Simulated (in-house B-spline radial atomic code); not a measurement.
**RPA and G0W0 on CAM-B3LYP: Fe⁸⁺**

Configuration [Ne] 3s2 3p6, mean-field start CAM-B3LYP. Computed with a B-spline radial code for spherical atoms: all electrons, non-relativistic, point nucleus, each spin shell either full or empty, empty states to l = 9 with an (l + 1/2)⁻⁴ tail; G0W0 by contour deformation at full frequency.

Command:
```bash
python run_gw.py task.json out
```
Settings (radii: box in bohr, nucleus in fm):
```
Z                        26
electrons                18
configuration            [Ne] 3s2 3p6
hamiltonian              nr
method                   camb3lyp
lmax                     9
spin_polarised           False
box_radius               7.7
intervals                48
```

Run time, properties included: 0.8 s on 1 thread of Arm Neoverse V2, with other jobs on the host.

Energies (hartree):

```tsv
term	value
mean-field total	-1243.01275
Hartree-Fock functional on these orbitals	-1242.14661
direct second order	-1.3839
second-order exchange	0.46077
SOSEX correction	0.42563
```

**Question.** What is the RPA correlation energy, and what remains with SOSEX?

**Answer.** RPA gives -1.2311 hartree (-1.86 eV per electron); RPA + SOSEX gives -0.80548, and the second-order doubles -0.92316 hartree (no singles). SOSEX takes back 35 % of the RPA value.

Quasi-particle levels (eV):

```
level  occupied  mean field  Σx - vxc     Σc  QP weight     G0W0
   3p       yes     -225.06     -8.58      ?          ?        ?
   2p       yes     -894.23    -38.30  10.45      0.934  -922.09
   3d        no     -160.60     11.85  -3.29      0.977  -152.04
```

G0W0 = mean field + (Σx - vxc) + Σc, with Σc (partial-wave tail included) taken at the quasi-particle energy. Only the outer levels were computed. Levels of low weight are left out.

**Question.** Where does G0W0 put 3p?

**Answer.** At -234.13 eV, with Σc = -0.49 eV and a quasi-particle weight of 0.967. The tabulated removal energy is 233.6 ± 0.4 eV (NIST, semi-empirical); the calculation leaves out relativity, Breit and QED terms, and what these don't explain is the method's own error.
